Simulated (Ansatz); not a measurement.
Ideal-gas functions of CH₆GeTe, SMILES `C[Te][GeH3]` at 298.15 K and 1 bar, from an Ansatz frequency run at PBE0-D4/def2-TZVP.

Molar mass 218.27 g/mol, point group Cs (symmetry number 1), electronic degeneracy 1, moments of inertia 72.417, 342.023, 404.89 u Å². Harmonic wavenumbers (cm⁻¹, unscaled): 71, 113, 117, 242, 495, 506, 540, 798, 845, 852, 864, 886, 1257, 1456, 1462, 2139, 2142, 2168, 3081, 3184, 3191.

Use S(trans) = R[1.5 ln M + 2.5 ln T − 1.1517]; rotational temperatures θ = 24.2544 K / I; S(rot) = R[ln(√π/σ · √(T³/θAθBθC)) + 1.5]; for each mode x = 1.438777 ν̃/T, S = R[x/(eˣ − 1) − ln(1 − e⁻ˣ)] and H = RT x/(eˣ − 1); 1 cm⁻¹ = 0.0119627 kJ/mol; R = 8.31446 J/(mol·K).

Problem. By hand: the entropy, in J/(mol·K).

Solution. Translation 176.0. Rotation: θ = 0.3349, 0.0709, 0.0599 K, giving 115.5. Vibration, mode by mode: 17.26, 13.46, 13.18, 7.48, 2.81, 2.69, 2.37, 0.87, 0.73, 0.71, 0.67, 0.62, 0.14, 0.06, 0.06, 0.00, 0.00, 0.00, 0.00, 0.00, 0.00, in all 63.1. Electronic 0.0. Sum 354.6 J/(mol·K).

Problem. By hand: H − E and G − E in kJ/mol, counted from the electronic energy.

Solution. Zero-point energy ½ × 26409 × 0.0119627 = 158.0; thermal vibration 9.7; translation, rotation and pV give 4 RT = 9.9. H − E = 177.6 kJ/mol, and G − E = 177.6 − 298.15 × 354.6/1000 = 71.9 kJ/mol.

Vibration gives 18 % of the entropy, 43.9 J/(mol·K) of it from the modes under 150 cm⁻¹: soft modes count most, and the harmonic formula is weakest for them.
